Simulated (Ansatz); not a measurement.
Basis-set series for CH6AlISi. The species carries charge 0 and has multiplicity 1. I takes the def2 core potential. The bonds changed during the relaxation, so this is another structure than the one it started from. The structure was optimised at the PBE0-D4/def2-TZVP level.

```csv
atom,x (Å),y (Å),z (Å)
Al1,0.059,0.484,1.784
C2,-0.576,-0.311,0.098
Si3,0.505,-0.475,-1.411
I4,-1.769,1.528,-0.087
H5,1.381,1.350,1.724
H6,-0.715,0.116,3.114
H7,-1.324,-1.099,0.193
H8,-0.283,-0.560,-2.670
H9,1.302,-1.724,-1.256
H10,1.420,0.691,-1.490
```

```csv
functional,basis,functions,energy (Eh),HOMO (eV),LUMO (eV)
PBE0-D4,def2-SVP,106,-870.85342,-7.71,-1.66
PBE0-D4,def2-QZVPP,459,-871.11775,-7.69,-1.78
ωB97M-V,def2-SVP,106,-871.02943,-9.79,0.35
ωB97M-V,def2-QZVPP,459,-871.29723,-9.80,0.02
```

Problem. Give the rows for def2-TZVPP. (Best estimate.)

Solution. Computed: 
```csv
functional,basis,functions,energy (Eh),HOMO (eV),LUMO (eV)
PBE0-D4,def2-TZVPP,249,-871.09648,-7.69,-1.75
ωB97M-V,def2-TZVPP,249,-871.27707,-9.80,0.13
```

Positive LUMOs are unbound and depend on the basis.
